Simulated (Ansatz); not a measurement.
**Cl2H2S2Ti: where a starting geometry ends**

The starting geometry of this gas-phase singlet was optimised with GFN2-xTB.

| atom | x (Å) | y (Å) | z (Å) |
| --- | --- | --- | --- |
| Cl | -1.3281 | -1.7695 | -1.3940 |
| Cl | 1.5049 | -1.3840 | 0.6400 |
| S | -1.6197 | 0.9388 | 1.3573 |
| S | 0.6584 | 1.1843 | -1.4192 |
| Ti | -0.4481 | -0.2149 | -0.2378 |
| H | -1.2826 | 2.1584 | 0.9354 |
| H | 2.5765 | -0.9809 | 0.0727 |

Predict what it relaxes into with PBE0-D4/def2-SVP.

It rearranges, giving a structure given below by its coordinates. Distances that change by over a tenth: Cl2–Ti5 (2.44 → 2.17 Å). Contacts that open: Cl2–H7 (1.28 → 3.43 Å). Contacts that close: S4–H7 (3.25 → 1.36 Å).

The energy falls by 1.80 eV over 30 steps:

| step | E − E(last) (eV) |
| --- | --- |
| 1 | 1.798 |
| 4 | 1.405 |
| 7 | 1.279 |
| 11 | 0.314 |
| 14 | 0.095 |
| 17 | 0.053 |
| 20 | 0.038 |
| 24 | 0.004 |
| 27 | 0.000 |
| 30 | 0.000 |

Final geometry (Å):

```tsv
atom	x (Å)	y (Å)	z (Å)
Cl	-1.1570	-1.7785	-1.3912
Cl	0.9638	-1.3231	1.5137
S	-1.7606	1.0010	0.7900
S	1.1160	1.0455	-1.2030
Ti	-0.2029	-0.3689	-0.0542
H	-0.8757	1.3268	1.7675
H	1.9776	0.0292	-1.4684
```

No frequencies were run, so the end isn't proven a minimum. Run with Ansatz 0.2.0, 71 s on 2 threads of Intel(R) Xeon(R) 6975P-C (Granite Rapids), with other jobs on the host.
